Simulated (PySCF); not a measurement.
Heteronuclear NMR

Numbering as in the mapped SMILES `[CH3:1][CH2:2][O:3]/[CH:4]=[CH:5]/[O:6][CH:7]([F:8])[F:9]`; H(Xn) means a hydrogen on atom n.

- shieldings: GIAO PBE0/pcSseg-1
- structure optimised with GFN2-xTB
- program: PySCF 2.14
- equivalent nuclei averaged, no solvent model, a single conformation, no relativistic terms

Q: Predict the 19F NMR data.

A: 
```json
{"atoms": "F8/F9", "environment": "fluorine of a CF2 group", "σ (ppm)": "268.5", "δ (ppm)": "-81.6"}
```

Shieldings were converted by a linear fit to measured shifts: 19F: δ = 146.13 − 0.903σ +14.6 on sp3 carbon (rms 6.0 ppm, 223 shifts, 7.0 ppm with the 5 outliers that the fit left out vs CFCl3, solution or neat liquid). Occasional misses reach two or three times the rms, and more in compound classes unlike the fitted ones.

On a 600 MHz spectrometer 19F resonates near 564.6 MHz, so 1 ppm is 564.6 Hz.

Q: Where does 17O resonate?

A: 
```
atoms   environment  σ (ppm)  δ (ppm)
   O6  ether oxygen    197.7     86.6
   O3  ether oxygen    227.2     59.7
```

Shieldings were converted by a linear fit to measured shifts: 17O (scatter 10.7 ppm rms, 12.2 ppm with the 3 outliers that the fit left out vs liquid water, solution or neat liquid). Occasional misses reach two or three times the rms, and more in compound classes unlike the fitted ones.

On a 300 MHz spectrometer 17O resonates near 40.7 MHz, so 1 ppm is 40.7 Hz.
